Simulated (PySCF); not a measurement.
**Worked example: chemical shift, span and skew from a shielding tensor**

C₂H₁₁NSi₂, SMILES C[SiH2]N(C)[SiH3]. Atoms are numbered in the order given.

```xyz
16

Si    -1.7514     0.7705    -0.5694
N     -0.4338    -0.0027     0.2682
C     -0.5812    -0.1666     1.7091
Si     0.9585    -0.7361    -0.4957
C      2.5653     0.0466     0.0742
H     -3.0249    -0.0169    -0.4768
H     -1.3801     0.9335    -2.0039
H     -2.0286     2.1102     0.0425
H      0.3859    -0.3903     2.1889
H     -1.2735    -0.9868     1.9758
H     -0.9594     0.7558     2.1843
H      1.0104    -2.2019    -0.1772
H      0.7912    -0.5672    -1.9698
H      2.7006    -0.0503     1.1627
H      3.4225    -0.4453    -0.4124
H      2.5888     1.1173    -0.1800
```

The structure is a stationary point at PBE0-D3(BJ)/def2-SVP. The values are those of a single conformer.

GIAO shieldings from KT2/pcSseg-1 in PySCF, non-relativistic, no solvent. The symmetric part of the tensor of Si4 has the principal values 324.3, 372.5, 442.8 ppm. The same nucleus in TMS has σ = 361.9 ppm at this level (PySCF, at its B3LYP-D3(BJ)/def2-TZVP geometry).

**Question.** Work out the isotropic shielding, the ²⁹Si shift against TMS, the span and the skew.

**Answer.** 
σ(iso) = (σ11 + σ22 + σ33)/3 = 379.9 ppm. δ = σ(ref) − σ(iso) = 361.9 − (379.9) = -18.0 ppm.
Span Ω = σ33 − σ11 = 118.5 ppm. Skew κ = 3(σ(iso) − σ22)/Ω = 0.19. Tumbling in solution averages the tensor to δ; in a static solid the shielding alone would spread this spin-1/2 line over Ω.
